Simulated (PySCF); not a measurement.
CdI2, SMILES [I][Cd][I] (connectivity only; charge and spin as stated), charge -1, multiplicity 2.

Geometry: PBE-D3(BJ)/def2-SVPD. The multiplicity is an assumed one; other spin states were not compared. The isomer is the one that the SMILES or the coordinates give; other isomers of the formula were not compared. The def2 effective core potentials stand for the cores of Cd, I; spin–orbit coupling is left out.

Calculation: PBE-D3(BJ)/def2-SVPD (PySCF).

Frequencies are harmonic and unscaled.

Computed harmonic wavenumbers and intensities:
```tsv
mode	ν (cm⁻¹)	IR (km/mol)	moving atoms (share of kinetic energy)
1	26	0.2	I 68 %, Cd 32 %
2	104	3.6	I 63 %, Cd 37 %
3	134	42.3	Cd 65 %, I 35 %
```
